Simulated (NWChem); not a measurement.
# Basis-set convergence for BeO

SMILES: [Be]=[O]
```xyz
2

Be     0.0000     0.0000     0.8926
O      0.0000     0.0000    -0.4463
```
Charge 0, spin multiplicity 1.

Everything below was run with NWChem. The geometry was optimised at B3LYP/def2-SVP, a minimum by its harmonic frequencies.

Quantity: LUMO energy at the level B3LYP.

B3LYP has NWChem's definition, with VWN1-RPA local correlation. The Pople sets run with spherical d functions. The structure started from a generated list of species.

```json
[
 {"basis": "pcseg-1", "functions": "23", "LUMO energy (eV)": "-4.37"},
 {"basis": "def2-SVP", "functions": "23", "LUMO energy (eV)": "-4.38"},
 {"basis": "6-31G*", "functions": "28", "LUMO energy (eV)": "(withheld)"},
 {"basis": "def2-SVPD", "functions": "35", "LUMO energy (eV)": "(withheld)"},
 {"basis": "6-31+G*", "functions": "36", "LUMO energy (eV)": "-4.43"},
 {"basis": "aug-pcseg-1", "functions": "36", "LUMO energy (eV)": "-4.43"},
 {"basis": "6-311++G**", "functions": "44", "LUMO energy (eV)": "-4.43"},
 {"basis": "pcseg-2", "functions": "45", "LUMO energy (eV)": "-4.40"},
 {"basis": "cc-pVTZ", "functions": "60", "LUMO energy (eV)": "-4.37"},
 {"basis": "cc-pVQZ", "functions": "110", "LUMO energy (eV)": "-4.39"}
]
```

Fill in the missing entries.


- 6-31G*, LUMO energy (eV): -4.15
- def2-SVPD, LUMO energy (eV): -4.46
